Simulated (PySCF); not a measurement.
**Magnetisability: `InChI=1S/C4H5OPS/c1-5-4-6-2-3-7-4/h2-3H,1H3`**

Geometry (Å), atoms numbered from 1 in this order:
```xyz
12

C    -2.375   -0.168   -0.272
O    -1.487    0.802    0.227
C    -0.174    0.515    0.220
P     0.969    1.656    0.819
C     2.323    0.573    0.468
C     2.063   -0.631   -0.079
S     0.411   -1.004   -0.388
H    -2.165   -0.388   -1.324
H    -2.304   -1.098    0.304
H    -3.373    0.253   -0.174
H     3.333    0.877    0.691
H     2.781   -1.386   -0.343
```

Method used: GIAO CAM-B3LYP/pcSseg-1 magnetisability, rotational g tensor and spin-rotation constants, non-relativistic, gas phase in PySCF. Geometry: GFN2-xTB.

Problem. How diamagnetic is it, and how anisotropic?

Solution. Isotropic -1313 × 10⁻³⁰ J/T², or -79.1 × 10⁻⁶ cm³/mol; principal values -1808, -1108, -1023 × 10⁻³⁰ J/T², anisotropy 746 × 10⁻³⁰ J/T² (root of half the summed squared differences of the principal values). The susceptibility is in cgs units.

Problem. Split it along the inertial axes a, b, c into diamagnetic and paramagnetic parts about the centre of mass, with the quadrupole moment.

Solution. 
| axis | χ (10⁻⁶ cm³/mol) | diamagnetic (10⁻⁶ cm³/mol) | paramagnetic (10⁻⁶ cm³/mol) | summed x² of all electrons (Å²) | quadrupole Θ (D Å) |
| --- | --- | --- | --- | --- | --- |
| a | -64.4 | -451.8 | 387.5 | 174.4 | +13.10 |
| b | -63.9 | -798.8 | 734.8 | 92.7 | -5.99 |
| c | -108.9 | -1133.2 | 1024.4 | 13.8 | -7.11 |

Anisotropies 2χaa − χbb − χcc = +44.0 and 2χbb − χaa − χcc = +45.4 × 10⁻⁶ cm³/mol. Θ is traceless in Buckingham's convention.

Problem. And the rotational g tensor?

Solution. 
```csv
axis,rotational constant (GHz),g,nuclear part,electronic part
a,3.1825,-0.0581,0.5212,-0.5793
b,1.7405,-0.0230,0.5779,-0.6009
c,1.1332,+0.0093,0.5547,-0.5454
```
Asymmetric top; isotopes 12C, 1H, 16O, 31P, 32S; no vibrational averaging.
